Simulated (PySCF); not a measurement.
**Pr(BH4)3(H2O): from a saddle point downhill**

PySCF 2.14.0, RKS PBE0, Pr lcecp-1-SVP with ECP48, B def2-SVP, H def2-SVP, O def2-SVP; non-relativistic Hamiltonian with scalar-relativistic core potentials where named; density fitting; no spin-orbit coupling. Relaxed within the symmetry of its start, the geometry (Cs) is

```xyz
19

Pr    0.1024   -0.1024    0.0735
B     1.2841    1.8930    1.1967
H     1.8663    2.8029    1.7371
H     1.7543    0.7709    1.5153
H     1.3650    1.9367   -0.0542
H     0.0687    1.8528    1.4851
B    -1.8930   -1.2841    1.1967
H    -2.8029   -1.8663    1.7371
H    -1.8528   -0.0687    1.4851
H    -1.9367   -1.3650   -0.0542
H    -0.7709   -1.7543    1.5153
B     1.4269   -1.4269   -1.6716
H     2.0465   -2.0465   -2.5021
H     0.7439   -2.1637   -0.9243
H     0.6132   -0.6132   -2.1777
H     2.1637   -0.7439   -0.9243
O    -1.4383    1.4383   -1.1653
H    -1.2902    2.3887   -1.2513
H    -2.3887    1.2902   -1.2513
```

and its lowest harmonic modes are -66, 39, 72, 81, 90, 101 cm⁻¹ (negative: unstable). It was moved along the lowest mode and relaxed again.

(1) Where does it end, and how much lower?

(2) How do the contacts change?

No frequency check is given for the end.

An lcecp potential fixes the number of 4f electrons, so in runs with it no electron can move into or out of that shell.

State: singlet in the valence, with the 4f electrons in the core potential.

## Answers

(1) In C1, 0.000 eV lower, after 3 steps:
```xyz
19

Pr    0.1024   -0.1006    0.0751
B     1.2791    1.8931    1.2095
H     1.8574    2.8051    1.7502
H     1.7766    0.7741    1.4959
H     1.3290    1.9606   -0.0419
H     0.0720    1.8271    1.5264
B    -1.8932   -1.2895    1.1869
H    -2.8030   -1.8744    1.7240
H    -1.8766   -0.0680    1.4507
H    -1.9136   -1.3962   -0.0625
H    -0.7686   -1.7336    1.5347
B     1.4138   -1.4402   -1.6727
H     2.0215   -2.0737   -2.5019
H     0.9123   -2.1646   -0.7812
H     0.4500   -0.7997   -2.1629
H     2.1275   -0.5948   -1.0889
O    -1.4307    1.4480   -1.1644
H    -1.2955    2.4028   -1.2190
H    -2.3744    1.2871   -1.2922
```

(2) 
| contact | saddle (Å) | end (Å) |
| --- | --- | --- |
| Pr1–H4 (BH4) | 2.360 | 2.364 |
| Pr1–H11 (BH4) | 2.360 | 2.357 |
| Pr1–H15 (BH4) | 2.364 | 2.370 |
| Pr1–O17 (H2O) | 2.506 | 2.507 |
